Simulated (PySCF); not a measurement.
O₂S₂, SMILES S=S(=O)=O. Atoms are numbered in the order given.

```xyz
4

S      0.0000     0.0000    -0.3915
S      0.0000     0.0000     1.5176
O      0.0000     1.2611    -1.1261
O      0.0000    -1.2611    -1.1261
```
Charge 0, spin multiplicity 1.

Geometry optimised at B3LYP-D3(BJ)/def2-SVP.

Two levels are set side by side: PBE/pcSseg-2 (PySCF) and HF/pcSseg-2 (PySCF). GIAO shifts against H2O (¹⁷O), H2S (³³S) at the same level; non-relativistic, no solvent, atoms listed together averaged. Differences are taken from unrounded values.

```tsv
quantity	HF	PBE	PBE minus HF
δ(³³S) of S1 (ppm)	909.0	725.4	-183.6
δ(³³S) of S2 (ppm)	583.2	679.7	96.5
δ(¹⁷O) of O3, O4 (ppm)	478.9	515.8	36.9
```

Rough cost on one machine, each run with all the roots and properties that it gave: HF against PBE within a factor of 2.
